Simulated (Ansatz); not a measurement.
Cost and result for the atomization energy of CH$_{7}$BOSSi (`O[SiH2]CBS`) (12 atoms, 11 bonds).

Z-matrix (Å, degrees):
```
Si
C 1 1.882
O 1 1.648 2 112.4
H 1 1.482 2 109.7 3 -116.5
H 1 1.489 2 108.5 3 123.5
B 2 1.544 1 110.6 3 -60.7
H 2 1.095 1 105.0 3 59.8
H 2 1.096 1 105.7 3 175.2
H 3 0.958 1 118.1 2 64.5
S 6 1.787 2 119.9 1 -98.2
H 6 1.196 2 121.9 1 78.4
H 10 1.342 6 98.5 2 176.4
```

Charge 0, multiplicity 1. Geometry: relaxed with PBE0-D4/def2-TZVP. It is one conformer, not always the lowest. Program: Ansatz. All runs use 4 threads of an AMD EPYC 9R45 on a shared host. Times are those of one run each, without the atoms' runs, and a repeat can differ threefold. Electronic energies, without spin–orbit coupling; frozen cores. CCSD(T)/CBS adds CCSD(T) − MP2 in def2-TZVPP to the MP2 limit, and its time is that of the two runs behind it. T1 = 0.013. B3LYP takes the VWN-RPA correlation (the form of Gaussian; ORCA's B3LYP/G).

CCSD(T)/CBS is a level of theory with its own doubt, some kJ/mol a heavy atom from the limit and from the frozen cores, so smaller differences don't rank the functionals.

```json
{"level": "PBE-D4/def2-TZVPP (with forces)", "functions": "275", "wall time": "1.1 s"}
{"level": "PBE0-D4/def2-TZVPP", "functions": "275", "wall time": "1.4 s"}
{"level": "r2SCAN-D4/def2-TZVPP (with forces)", "functions": "275", "wall time": "1.9 s"}
{"level": "B3LYP-D4/def2-TZVPP (with forces)", "functions": "275", "wall time": "2.1 s"}
{"level": "B2PLYP/def2-TZVPP", "functions": "275", "wall time": "2.4 s"}
{"level": "ωB97X-V/def2-TZVPP", "functions": "275", "wall time": "3.1 s"}
{"level": "ωB97M-V/def2-TZVPP (with forces)", "functions": "275", "wall time": "4.4 s"}
{"level": "MP2/def2-QZVPP", "functions": "521", "wall time": "9 s"}
{"level": "CCSD(T)/def2-TZVPP", "functions": "275", "wall time": "54 s"}
{"level": "CCSD(T)/CBS(def2)", "functions": "–", "wall time": "63 s"}
```

(1) What atomization energy does each give, and how far from CCSD(T)/CBS? (Best estimate.)

Answers

(1) The calculation gave: 
```
                             level  atomization (kcal/mol)  difference from CCSD(T)/CBS  per bond
   PBE-D4/def2-TZVPP (with forces)                  1045.3                         10.8       1.0
                PBE0-D4/def2-TZVPP                  1032.9                         -1.6      -0.1
r2SCAN-D4/def2-TZVPP (with forces)                  1040.0                          5.5       0.5
 B3LYP-D4/def2-TZVPP (with forces)                  1033.4                         -1.1      -0.1
                 B2PLYP/def2-TZVPP                  1022.6                        -11.9      -1.1
                ωB97X-V/def2-TZVPP                  1038.7                          4.2       0.4
  ωB97M-V/def2-TZVPP (with forces)                  1040.0                          5.5       0.5
                    MP2/def2-QZVPP                  1038.2                          3.7       0.3
                CCSD(T)/def2-TZVPP                  1008.4                        -26.1      -2.4
                 CCSD(T)/CBS(def2)                  1034.5                          0.0       0.0
```

The D4 term adds +10.2 kcal/mol with B3LYP and +5.4 kcal/mol with PBE0; it sums over pairs of atoms, weighted by their polarisabilities, and B3LYP, whose exchange is more repulsive, gets the larger term. In def2-TZVPP, CCSD(T) changes the Hartree–Fock value by +233.8 kcal/mol (the triples alone add +13.5 kcal/mol) and MP2 by +248.1 kcal/mol; breaking electron pairs costs correlation energy, which Hartree–Fock lacks. From PBE to PBE0 (25 % exact exchange), in def2-TZVPP and without D4, the atomization energy moves by −11.4 kcal/mol: exact exchange takes away binding that semilocal exchange gives to molecules.
